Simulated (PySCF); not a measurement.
**Levels of Ga²⁸⁺ from EOM-EA-GCCSD**

Reference: closed-shell Ga²⁹⁺, 1s2; one electron is added. Calculated with PySCF 2.14, two-component X2C-1e with screened spin-orbit coupling, an uncontracted even-tempered set (17 s from 4.3 bohr⁻², ratio 2.6; 11 p from 5.6 bohr⁻², ratio 2.6; 6 d from 5.7 bohr⁻², ratio 2.8; 3 f from 250 bohr⁻², ratio 2.8); frozen nothing; the 34 highest virtual spinors dropped; of the others 52 kept and the rest restored at second order. No Breit or QED terms. Binding energies in eV.

```
level  Koopmans  second order  EOM-CCSD
2s1/2    2985.4        2985.6    2985.6
2p1/2    2926.5        2926.8    2926.8
2p3/2    2890.6        2891.0    2891.0
```

Electric-dipole lines between these computed levels:

```tsv
lower	upper	ΔE (eV)	vacuum wavelength (nm)
2s1/2	2p1/2	58.710	21.12
2s1/2	2p3/2	94.580	13.11
```

For comparison, the ionisation energy of Ga²⁸⁺ is 2984.4 eV (theoretical estimate listed by NIST; NIST Atomic Spectra Database, ionization energies).

Only part of the computed levels is shown.
